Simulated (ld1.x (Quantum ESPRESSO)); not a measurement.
Results of a calculation; reference values are marked as such.
Potentials for tellurium compared

Generated with ld1.x 7.5 (TM, RRKJ, ultrasoft, PAW), atompaw 4.2 or ONCVPSP 4.0.1. The cutoff is in Ry: for ld1.x and atompaw files where the sum of valence levels is converged to 10 mRy in a Bessel basis, for ONCV files where the hardest occupied wave has 1 mHa per electron of residual kinetic energy. The error is the largest all-electron minus pseudo excitation energy over each file’s own four to seven test configurations (ionisations up to +4, promotions, holes and added fractions of an electron), all of which were solved. The labels leave out finer settings (local radius, basis sizes, second energies), which also bear on the numbers. Spin-polarised tests are not counted. The rows are a selection from randomly drawn settings: files with unsolved tests, undetermined cutoffs or missed reference levels are left out.

A true bound ghost makes a file unfit for plane-wave use even where its test errors are small: the radial tests pick states by their node count and pass the ghost by.

| potential | cutoff (Ry) | largest error (meV) | bound ghosts |
| --- | --- | --- | --- |
| TM semilocal, PBE, scalar-relativistic, rc 1.75/1.80/1.55 (spd), local s, core correction yes, reference 4d10 5s2 5p4 | 90 | +6.6 | none |
| TM, PBEsol, fully relativistic, rc 1.80/2.30/2.45 (spd), local smoothed, core correction yes, reference 5s1.75 5p4.25 | 30 | -167 | none |
| TM, PBE, scalar-relativistic, rc 1.80/2.00/1.10/2.10 (spdf), local s, core correction no, reference 4d10 5s2 5p4 | 120 | -396 | none |
| TM, PBE, scalar-relativistic, rc 1.50/1.85 (sp), local p, core correction no, reference 5s2 5p3 | 55 | +55 | none |
| TM, LDA (PZ), scalar-relativistic, rc 1.50/2.00/1.50 (spd), local p, core correction yes, reference 5s2 5p4 | 50 | -156 | d |

Task: Fill in the row for Te: TM semilocal, LDA (PZ), scalar-relativistic, rc 1.85/2.10/1.30 (spd), local d, core correction yes, reference 4d10 5s2 5p4.

Result: cutoff 110 Ry, largest error -259 meV, bound ghosts: none.
